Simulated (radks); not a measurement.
Ionisation ladder of erbium, from Er XXIII to Er XLIV. Each ion is in the ground configuration listed by NIST, and IE = E(next ion) - E(this ion). Method: non-relativistic Kohn-Sham, TPSS, spin-polarised, spherical densities, point nucleus; open shells are filled with parallel spins first (spin-orbit coupling, left out, can overturn this in heavy ions); meta-GGA in the generalised Kohn-Sham scheme; relativity is left out, which matters for an element this heavy; computed with a radial shooting solver on a logarithmic mesh with Libxc functionals.

| species | configuration | E (hartree) | IE, Delta-SCF (eV) | -e(HOMO) (eV) | HOMO | IE, NIST (eV) | kind | error (eV) |
|---|---|---|---|---|---|---|---|---|
| Er XXIII | [Kr] 4d10 | -12312.5692 | 776.41 | 755.70 | 4d | 770 | theory | +6.4 |
| Er XXIV | [Kr] 4d9 | -12284.0367 | 818.16 | 797.20 | 4d down | 810 | theory | +8.2 |
| Er XXV | [Kr] 4d8 | -12253.9699 | 860.37 | 839.19 | 4d down | 853 | theory | +7.4 |
| Er XXVI | [Kr] 4d7 | -12222.3520 | 902.99 | 881.61 | 4d down | 899 | theory | +4.0 |
| Er XXVII | [Kr] 4d6 | -12189.1677 | 945.95 | 924.42 | 4d down | 943 | theory | +3.0 |
| Er XXVIII | [Kr] 4d5 | -12154.4046 | 1001.8 | 979.44 | 4d up | 989 | theory | +12.8 |
| Er XXIX | [Kr] 4d4 | -12117.5896 | 1046.8 | 1024.2 | 4d up | 1046 | theory | +0.8 |
| Er XXX | [Kr] 4d3 | -12079.1206 | 1092.2 | 1069.4 | 4d up | 1092 | theory | +0.2 |
| Er XXXI | [Kr] 4d2 | -12038.9819 | 1138.0 | 1115.1 | 4d up | 1142 | theory | -4.0 |
| Er XXXII | [Kr] 4d1 | -11997.1593 | 1184.2 | 1161.1 | 4d up | 1188 | theory | -3.8 |
| Er XXXIII | [Kr] | -11953.6413 | 1361.5 | 1338.9 | 4p | 1370 | theory | -8.5 |
| Er XXXIV | [Ar] 3d10 4s2 4p5 | -11903.6054 | 1406.6 | 1384.1 | 4p down | 1416 | theory | -9.4 |
| Er XXXV | [Ar] 3d10 4s2 4p4 | -11851.9153 | 1450.8 | 1428.9 | 4p down | 1468 | theory | -17.2 |
| Er XXXVI | [Ar] 3d10 4s2 4p3 | -11798.5983 | 1510.5 | 1487.2 | 4p up | 1516 | theory | -5.5 |
| Er XXXVII | [Ar] 3d10 4s2 4p2 | -11743.0892 | 1556.8 | 1533.7 | 4p up | 1625 | theory | -68.2 |
| Er XXXVIII | [Ar] 3d10 4s2 4p1 | -11685.8788 | 1602.3 | 1579.7 | 4p up | 1678 | theory | -75.7 |
| Er XXXIX | [Ar] 3d10 4s2 | -11626.9969 | 1719.7 | 1698.1 | 4s | 1803 | theory | -83.3 |
| Er XL | [Ar] 3d10 4s1 | -11563.7978 | 1770.9 | 1749.1 | 4s up | 1858.5 | semi-emp. | -87.6 |
| Er XLI | [Ar] 3d10 | -11498.7170 | 3172.2 | 3117.0 | 3d | 3157 | theory | +15.2 |
| Er XLII | [Ar] 3d9 | -11382.1396 | 3283.3 | 3227.6 | 3d down | 3265 | theory | +18.3 |
| Er XLIII | [Ar] 3d8 | -11261.4789 | 3395.5 | 3339.2 | 3d down | 3381 | theory | +14.5 |
| Er XLIV | [Ar] 3d7 | -11136.6980 | 3508.5 | 3451.8 | 3d down | 3505 | theory | +3.5 |

Reference values: NIST Atomic Spectra Database (exp. = measured, semi-emp. = semi-empirical, theory = theoretical value adopted there). The ionisation energy per charge of the ion left behind rises most, in proportion, at Er XLI ([Ar] 3d10), from 44.273 to 77.372 eV. Relativity is left out here, which matters for elements this heavy. Open shells are spherical and high-spin; term and fine-structure splittings are not resolved.
